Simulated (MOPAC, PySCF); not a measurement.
C$_{3}$H$_{6}$Si, SMILES `C=C[SiH]=C` (C–C–Si–C torsion 2°), neutral singlet in the gas phase. 

Z-matrix (Å, degrees):
```
Si
C 1 1.7161
H 2 1.0907 1 123.77
H 2 1.0909 3 115.52 1 -179.80
H 1 1.4893 2 120.63 3 -179.61
C 1 1.8494 5 113.62 2 -179.91
C 6 1.3437 1 125.19 5 -177.97
H 7 1.0931 6 121.84 1 -179.86
H 7 1.0933 8 116.18 6 -179.92
H 6 1.0967 7 118.17 8 0.14
```
Charge 0, multiplicity 1.

All levels are single points at this geometry (PBE-D3(BJ)/def2-TZVP); Pople sets use spherical d functions. Orbital energies aren't observables, and empty levels follow the basis.

M06-2X/6-31G* in PySCF gives HOMO (eV) = -6.97.

Estimate the HOMO (eV) from each of these levels: PBE-D3(BJ)/def2-TZVP in PySCF; B3LYP/3-21G in PySCF; B3LYP/6-31G* in PySCF; B3LYP/LANL2DZ in PySCF; BP86/6-31G* in PySCF; PBE/6-31G* in PySCF; HF/6-31G* in PySCF; HF/STO-3G in PySCF; AM1 in MOPAC; PM3 in MOPAC; PM6 in MOPAC; PM7 in MOPAC.


```csv
level,HOMO (eV)
PBE-D3(BJ)/def2-TZVP in PySCF,-5.26
B3LYP/3-21G in PySCF,-5.82
B3LYP/6-31G* in PySCF,-5.71
B3LYP/LANL2DZ in PySCF,-6.00
BP86/6-31G* in PySCF,-5.11
PBE/6-31G* in PySCF,-5.02
HF/6-31G* in PySCF,-7.88
HF/STO-3G in PySCF,-5.39
AM1 in MOPAC,-8.72
PM3 in MOPAC,-8.28
PM6 in MOPAC,-7.90
PM7 in MOPAC,-9.14
```
